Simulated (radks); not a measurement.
All-electron atom: V II in [Ar] 3d3 5s1 (not the ground configuration).

All-electron calculation, non-relativistic Kohn-Sham, BLYP, spin-polarised, spherical densities, point nucleus; open shells are filled with parallel spins first. Program: a radial shooting solver on a logarithmic mesh with Libxc functionals.

Energy parts (hartree):
total: -943.36262
kinetic: 942.61390
electron-nucleus: -2227.19526
Hartree: 386.15662
exchange-correlation: -44.93789

Orbitals (lengths in bohr, moments of r in powers of bohr; <r^-3> diverges for s and p1/2; r(max) is where P^2 peaks; r(90%) holds 90 % of the orbital's charge):
1s up: occ. 1; eigenvalue (hartree) -196.2106; <r> 0.06704; r(max) 0.04410; r(90%) 0.119
1s down: occ. 1; eigenvalue (hartree) -196.2107; <r> 0.06704; r(max) 0.04410; r(90%) 0.119
2s up: occ. 1; eigenvalue (hartree) -22.29864; <r> 0.3113; r(max) 0.2582; r(90%) 0.483
2s down: occ. 1; eigenvalue (hartree) -22.26072; <r> 0.3109; r(max) 0.2580; r(90%) 0.482
2p up: occ. 3; eigenvalue (hartree) -18.87960; <r> 0.2753; r(max) 0.2090; <r^-3> 302.0; r(90%) 0.452
2p down: occ. 3; eigenvalue (hartree) -18.85061; <r> 0.2749; r(max) 0.2089; <r^-3> 302.7; r(90%) 0.451
3s up: occ. 1; eigenvalue (hartree) -3.00106; <r> 0.9559; r(max) 0.8256; r(90%) 1.43
3s down: occ. 1; eigenvalue (hartree) -2.89261; <r> 0.9582; r(max) 0.8260; r(90%) 1.44
3p up: occ. 3; eigenvalue (hartree) -2.07501; <r> 1.017; r(max) 0.8465; <r^-3> 35.77; r(90%) 1.57
3p down: occ. 3; eigenvalue (hartree) -1.96907; <r> 1.022; r(max) 0.8474; <r^-3> 35.41; r(90%) 1.58
3d up: occ. 3; eigenvalue (hartree) -0.64631; <r> 1.305; r(max) 0.8809; <r^-3> 2.794; r(90%) 2.23
3d down: occ. 0; eigenvalue (hartree) -0.55402; <r> 1.378; r(max) 0.8906; <r^-3> 2.635; r(90%) 2.40
5s up: occ. 1; eigenvalue (hartree) -0.18759; <r> 6.571; r(max) 6.189; r(90%) 9.14

The highest occupied level is 5s up at -5.104 eV. The configuration is held as typed, so some empty levels lie below it. Summed over all electrons, <r^2> = 64.52 bohr^2, which gives a Langevin (diamagnetic) susceptibility term of -51.1 x 10^-6 cm^3/mol. The density falls to 0.001 e/bohr^3 at r = 3.15 bohr. The spin density at the nucleus is 0.509 e/bohr^3 (1s 0.002, 2s -0.791, 3s 0.296, 5s 1.002), a Fermi contact field of 26.7 T. Spin moment in Bohr magnetons: 4. Virial ratio -V/T = 2.00079.
